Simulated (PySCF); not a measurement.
## Assignment exercise: C₇H₆N₂

Molfile (atoms numbered from 1):
```
C7H6N2
     RDKit          3D

 15 15  0  0  0  0  0  0  0  0999 V2000
    2.4163    2.4580   -0.2054 N   0  0  0  0  0  0  0  0  0  0  0  0
    1.5129    1.7543   -0.1144 C   0  0  0  0  0  0  0  0  0  0  0  0
    0.4258    0.8638   -0.0230 C   0  0  0  0  0  0  0  0  0  0  0  0
   -0.8795    1.3544    0.0294 C   0  0  0  0  0  0  0  0  0  0  0  0
   -1.9463    0.4843    0.0996 C   0  0  0  0  0  0  0  0  0  0  0  0
   -1.7141   -0.8863    0.1121 C   0  0  0  0  0  0  0  0  0  0  0  0
   -0.4300   -1.3853    0.0625 C   0  0  0  0  0  0  0  0  0  0  0  0
    0.6694   -0.5251   -0.0011 C   0  0  0  0  0  0  0  0  0  0  0  0
    1.9451   -1.0090    0.0132 N   0  0  0  0  0  0  0  0  0  0  0  0
   -1.0362    2.4229    0.0102 H   0  0  0  0  0  0  0  0  0  0  0  0
   -2.9547    0.8651    0.1408 H   0  0  0  0  0  0  0  0  0  0  0  0
   -2.5478   -1.5710    0.1599 H   0  0  0  0  0  0  0  0  0  0  0  0
   -0.2561   -2.4519    0.0729 H   0  0  0  0  0  0  0  0  0  0  0  0
    2.0908   -1.9852   -0.1738 H   0  0  0  0  0  0  0  0  0  0  0  0
    2.7001   -0.3808   -0.2048 H   0  0  0  0  0  0  0  0  0  0  0  0
  1  2  3  0
  2  3  1  0
  3  4  2  0
  4  5  1  0
  5  6  2  0
  6  7  1  0
  7  8  2  0
  8  9  1  0
  8  3  1  0
  4 10  1  0
  5 11  1  0
  6 12  1  0
  7 13  1  0
  9 14  1  0
  9 15  1  0
M  END
```

Method: PBE0/pcSseg-1 with gauge-including orbitals, structure optimised with GFN2-xTB, in PySCF 2.14.0 with density-fitted response routines (no solvent model, relativity neglected, fast rotation and ring inversion assumed for equivalent nuclei, one computed conformer).

δ = σ(ref) − σ, references computed at the same level: 13C (σref 186.93), 1H (σref 31.72) against TMS.

Problem. Assign these signals to the numbered atoms. 13C{1H} NMR (computed): δ 155.5 (C), 141.0 (CH), 139.5 (CH), 122.8 (C), 121.3 (CH), 116.5 (CH), 97.0 (C).

Solution. 
```tsv
δ (ppm)	atoms	environment	reason
155.5	C8	aromatic carbon bearing nitrogen	σ withdrawal by the attached heteroatom moves it downfield of the ring CH carbons
141.0	C4	aromatic CH	–
139.5	C6	aromatic CH	the aromatic region
122.8	C2	nitrile carbon	typical of a nitrile
121.3	C5	aromatic CH	–
116.5	C7	aromatic CH	resonance donation from the substituent shields this position
97.0	C3	substituted aromatic carbon	–
```

C4 and C6; C2 and C5 lie closer than the usual error of such a calculation, so a measured spectrum could show them in the other order.

Problem. Assign these signals to the numbered atoms. 1H NMR (400 MHz, computed): δ 7.70 (d, 1H), 7.55 (m, 1H), 6.87 (m, 1H), 6.77 (d, 1H), 4.40 (br s, 2H).

Solution. 
```tsv
δ (ppm)	atoms	environment	reason
7.70	H10	hydrogen on an aromatic CH	aromatic region
7.55	H12	hydrogen on an aromatic CH	–
6.87	H11	hydrogen on an aromatic CH	–
6.77	H13	hydrogen on an aromatic CH	–
4.40	H14/H15	hydrogen on an aniline-type nitrogen	exchangeable, gas-phase position
```

H11 and H13 lie closer than the usual error of such a calculation, so a measured spectrum could show them in the other order.

Exchangeable OH/NH protons stand at their gas-phase positions; hydrogen bonding in a real sample shifts them, mostly to higher δ. Shifts are as computed. Against solution values, carbons near 30 ppm lie about +3 ppm off and those near 130 ppm about +5 ppm. Of 1211 compounds with measured shifts, 218 miss one by over three times the rms of a fit or turn the order of signals round; such compounds aren't used in these exercises. No couplings were computed; multiplicities are counted from neighbouring protons, with m where these are inequivalent, close in shift, in a saturated or five-membered ring or joined by F or P, and br s for small geminal =CH2 splittings.
